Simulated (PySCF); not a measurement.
Species: C3H9BrOSi3.
Structure used (PBE0-D3(BJ)/def2-SVP), in Å, numbered top down from 1:
```
atom  x, y, z in Å
C1    -1.4436    1.3713   -0.4540
C2    -1.6033    0.1679   -0.4265
C3    -1.7931   -1.2607   -0.3063
Si4   -3.4883   -1.5156    0.4872
Br5   -3.7839   -3.7018    0.8388
Si6   -0.3718   -2.0104    0.7178
O7     1.0602   -1.3676    0.2127
Si8    1.9370   -0.0368   -0.2550
H9    -1.3067    2.4356   -0.4970
H10   -1.7986   -1.7489   -1.2979
H11   -3.5363   -0.8228    1.8020
H12   -4.5714   -1.0353   -0.4120
H13   -0.6163   -1.6769    2.1517
H14   -0.3321   -3.4816    0.5112
H15    1.6985    1.1090    0.6718
H16    1.5818    0.3597   -1.6484
H17    3.3797   -0.4135   -0.2094
```

Linear response at CAM-B3LYP/def2-SVPD (PySCF, frozen core in the response, non-relativistic). The CAM-B3LYP/def2-SVPD calculation is non-relativistic and has no spin–orbit coupling, an omission that weighs most on bromine.

Static isotropic polarisability: 134.84 au (19.98 Å³), principal values 106.1, 131.5, 166.9 au.

(1) What is the polarisability at 1064 nm and at the sodium D line?

(2) What is the isotropic C6 coefficient between two such molecules, C6 = (3/π)∫α(iω)² dω?

(3) Which effective excitation energy ω̄ makes London's formula C6 = (3/4)α²ω̄ exact here?

(4) How many electrons N does the Slater–Kirkwood formula C6 = (3/4)·√N·α^(3/2) need to give this C6?

(5) The lowest 6 singlets have (eV, f): 6.04, 0.008; 6.35, 0.005; 6.39, 0.029; 6.79, 0.006; 6.89, 0.015; 6.99, 0.031. What share of the static polarisability do they carry in the sum over states α = Σ f/ω²?

(6) What molar refraction at the D line follows from R = (4π/3)·N_A·α′, with α′ the polarisability volume?

(7) What three-body coefficient follows from the one-pole estimate C9 = (3/4)·α·C6?

Answers

(1) 136.19 au at 1064 nm (+1.0 %), 139.35 au at 589.3 nm (+3.3 %). The rise at 589.3 nm is 3.36 times that at 1064 nm; a pure ω² law gives 3.26. The lowest singlet lies at 205 nm, shorter than both wavelengths.

(2) 6492 au (Eh·bohr⁶) by a ten-point quadrature over imaginary frequencies, which is 3880 eV·Å⁶ or 374 J·nm⁶/mol.

(3) ω̄ = 4·C6/(3α²) = 0.476 Eh = 13.0 eV. A one-pole form α(ω) = α/(1 − ω²/ω̄²) fitted to the 1064 nm value gives 11.7 eV.

(4) N = (4·C6/3)²/α³ = 30.6; the species has 112 electrons in all.

(5) 1.58 au, 1.2 % of α; the largest term, 0.52 au, is that of the state at 6.39 eV. Their oscillator strengths add up to 0.09. Higher states carry the rest.

(6) α′ = 20.65 Å³ gives R = 52.09 cm³/mol, for isolated, non-vibrating species.

(7) 657000 au. This is an estimate from the two numbers above, not a computed integral.

Hardware: an AMD EPYC 7R13 with one thread, shared host. Cost: 83 s (with the writing of density and orbital grids), 1.2 GiB resident at most. This is the whole response run at CAM-B3LYP/def2-SVPD, SCF included.

One conformer stands for the species.
